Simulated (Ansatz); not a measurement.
Br2 (bromine): from total energies to a heat of formation

Br2 has 2 atoms, charge 0, and is taken as a singlet. SMILES: `BrBr`. Geometry: relaxed at PBE0-D4/def2-TZVP.

```xyz
2

Br    0.9730   -0.3254    0.4985
Br   -0.9730    0.3254   -0.4985
```

Total energies at r2SCAN0/aug-cc-pVTZ (Ansatz 0.2.0); the atoms run unrestricted:

```tsv
species	state	energy (Eh)
Br2	singlet	-5148.359737
Br	doublet	-2574.141021
```

Harmonic wavenumbers at PBE0-D4/def2-TZVP, in cm⁻¹: 334.

Measured heats of formation of the gaseous atoms at 298.15 K, in kJ/mol: Br 111.9. Spin-orbit lowering of the atoms at 298 K (mean of the ground term's levels less their thermal mean, from spectra), in kJ/mol: Br 14.69. Take 1 Eh = 2625.50 kJ/mol, 1 cm⁻¹ = 0.0119627 kJ/mol, RT = 2.479 kJ/mol.

Question: What heat of formation follows?

Answer: 
1. Electronic atomisation energy: 2 × (-2574.141021) − (-5148.359737) = 0.077695 Eh = 204.0 kJ/mol.
2. Zero-point energy: half the sum of the wavenumbers, 167 cm⁻¹ = 2.0 kJ/mol.
3. Thermal vibrational enthalpy, Σ hcν̃/(exp(hcν̃/kT) − 1): 1.0 kJ/mol. Translation, rotation and pV of a linear molecule: 3.5 RT = 8.7 kJ/mol.
4. The 2 free atoms carry 5/2 RT each: 12.4 kJ/mol.
5. Spin-orbit coupling lowers the free atoms by 2 × 14.69 = 29.4 kJ/mol.
6. Atomisation enthalpy at 298 K: 204.0 − 29.4 − 2.0 − 1.0 − 8.7 + 12.4 = 175.3 kJ/mol.
7. Sum of the atoms' heats of formation: 223.8 kJ/mol. Heat of formation: 223.8 − 175.3 = +48.5 kJ/mol.

The tabulated value is +30.9 kJ/mol (Active Thermochemical Tables), so this level is off by +17.6 kJ/mol, or 9.1 % of the atomisation enthalpy that the table implies (192.8 kJ/mol). Relativity is left out. Anharmonicity and any spin-orbit splitting of the molecule are left out.
